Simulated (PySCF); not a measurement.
Converging RbBe⁺ in the basis (PBE0)

PySCF, UKS reference; singlet, unpaired electrons none; De to Rb⁺ + Be without counterpoise correction.

```csv
basis,relativity,functions,Re (Å),ωe (cm⁻¹),De (eV),μ (D)
def2-SVP,scalar-relativistic core potentials,33,3.710,120,0.20,0.61
def2-TZVP,scalar-relativistic core potentials,52,3.701,117,0.20,0.56
x2c-SVPall,spin-free X2C,59,3.666,117,0.21,0.71
```

(1) How does each smaller set differ from the one with most functions, x2c-SVPall?

A positive dipole points towards Be; it is taken about the centre of mass and depends on that origin. Closed-shell solutions of metal pairs were not tested for spin polarisation, which can lower them a little. The bond is weak. Basis-set superposition, not corrected here, can be much of De in a small basis, most of all at correlated wavefunction levels. For an ion De counts to the pair picked by the measured ionisation energies or electron affinities, which need not be the lowest pair at this level.

Results:

(1) def2-SVP: +4.4 pm, +2.6 % in ωe, -0.01 eV in De; def2-TZVP: +3.5 pm, +0.0 % in ωe, -0.01 eV in De. All at PBE0; the set with most functions is neither the basis-set limit nor always the best. The rows treat relativity differently, so the differences are not basis effects alone.
